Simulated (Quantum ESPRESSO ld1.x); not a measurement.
The praseodymium ion Pr27+, configuration [Ar] 3d10 4s2 4p2. Method: Dirac Kohn-Sham, relativistic LDA (MacDonald-Vosko exchange, VWN5 correlation), spin-unpolarised, spherical densities, point nucleus; open shells are shared between the two j in proportion to 2j + 1; computed with ld1.x of Quantum ESPRESSO 7.5.

Radial electron density D(r) = 4 pi r^2 rho(r):

```
   r/bohr * D(r) (the largest magnitude, 100, reaches the edge; | marks zero)
0.0009591 | *
 0.001229 | *
 0.001562 |  *
 0.001986 |    *
 0.002545 |      *
 0.003236 |         *
 0.004146 |              *
 0.005271 |                   *
 0.006755 |                         *
 0.008587 |                               *
  0.01092 |                                     *
  0.01399 |                                         *
  0.01778 |                                          *
  0.02279 |                                        *
  0.02897 |                                     *
  0.03683 |                                     *
  0.04719 |                                           *
  0.05999 |                                                   *
  0.07688 |                                                      *
  0.09773 |                                                *
   0.1242 |                                       *
   0.1592 |                                       *
   0.2024 |                                             *
   0.2594 |                                        *
   0.3297 |                       *
   0.4225 |          *
   0.5371 |      *
   0.6828 |   *
    0.875 |*
    1.112 *
    1.425 *
```

D(r) has 3 maxima, at r = 0.0169, 0.0739, 0.212 bohr, and minima at 0.0329, 0.140 bohr, inside which lie 2.03, 11.13 electrons.
